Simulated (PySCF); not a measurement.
# Two-photon absorption: 3-methoxybenzaldehyde, C8H8O2

Molfile (atoms numbered from 1):
```
C8H8O2
     RDKit          3D

 18 18  0  0  0  0  0  0  0  0999 V2000
    2.5072   -1.2774   -0.1643 C   0  0  0  0  0  0  0  0  0  0  0  0
    2.0563    0.0466   -0.0972 O   0  0  0  0  0  0  0  0  0  0  0  0
    0.7329    0.2858   -0.1713 C   0  0  0  0  0  0  0  0  0  0  0  0
    0.3387    1.6304   -0.0967 C   0  0  0  0  0  0  0  0  0  0  0  0
   -1.0059    1.9784   -0.1647 C   0  0  0  0  0  0  0  0  0  0  0  0
   -1.9841    0.9973   -0.3083 C   0  0  0  0  0  0  0  0  0  0  0  0
   -1.5945   -0.3414   -0.3824 C   0  0  0  0  0  0  0  0  0  0  0  0
   -2.6170   -1.4006   -0.5349 C   0  0  0  0  0  0  0  0  0  0  0  0
   -3.8036   -1.2038   -0.6031 O   0  0  0  0  0  0  0  0  0  0  0  0
   -0.2429   -0.7036   -0.3151 C   0  0  0  0  0  0  0  0  0  0  0  0
    3.6007   -1.2423   -0.0841 H   0  0  0  0  0  0  0  0  0  0  0  0
    2.2350   -1.7550   -1.1219 H   0  0  0  0  0  0  0  0  0  0  0  0
    2.1082   -1.8888    0.6639 H   0  0  0  0  0  0  0  0  0  0  0  0
    1.1181    2.3864    0.0155 H   0  0  0  0  0  0  0  0  0  0  0  0
   -1.2896    3.0315   -0.1044 H   0  0  0  0  0  0  0  0  0  0  0  0
   -3.0470    1.2382   -0.3647 H   0  0  0  0  0  0  0  0  0  0  0  0
   -2.2009   -2.4410   -0.5845 H   0  0  0  0  0  0  0  0  0  0  0  0
    0.0236   -1.7605   -0.3770 H   0  0  0  0  0  0  0  0  0  0  0  0
  1  2  1  0
  2  3  1  0
  3  4  1  0
  4  5  2  0
  5  6  1  0
  6  7  2  0
  7  8  1  0
  8  9  2  0
  7 10  1  0
 10  3  2  0
  1 11  1  0
  1 12  1  0
  1 13  1  0
  4 14  1  0
  5 15  1  0
  6 16  1  0
  8 17  1  0
 10 18  1  0
M  END
```

Level of theory: TDDFT CAM-B3LYP/aug-cc-pVDZ excited states, vertical, gas phase (PySCF 2.14.0). Geometry: PBE0-D3(BJ)/def2-SVP.

**Question.** How strongly do the lowest singlets absorb one photon, and two photons of half the energy?

**Answer.** δ for parallel linear polarisation; σ at the peak of a Lorentzian of half width 0.1 eV, single beam; Ω is circular over linear.
| state | E (eV) | f | photon λ (nm) | δ (au) | σ (GM) | Ω | main |
| --- | --- | --- | --- | --- | --- | --- | --- |
| S1 | 3.86 | 0.000 | 642 | 0.1 | 0.00 | 1.50 | HOMO−2→LUMO 0.89 |
| S2 | 4.44 | 0.070 | 558 | 54.7 | 0.40 | 1.50 | HOMO→LUMO 0.88 |
| S3 | 5.23 | 0.103 | 474 | 136 | 1.37 | 1.07 | HOMO−1→LUMO 0.62, HOMO→LUMO+3 0.26 |
| S4 | 5.95 | 0.009 | 417 | 55.6 | 0.72 | 1.50 | HOMO→LUMO+1 0.80 |
| S5 | 6.11 | 0.532 | 406 | 138 | 1.89 | 0.56 | HOMO→LUMO+3 0.60, HOMO−1→LUMO 0.30 |
| S6 | 6.39 | 0.004 | 388 | 27.9 | 0.42 | 1.50 | HOMO→LUMO+2 0.82, HOMO→LUMO+1 0.08 |

Among these, the strongest one-photon state is S5, the strongest two-photon state S5, with a dipole change of 2.6 D (relaxed, norm of the difference vector).
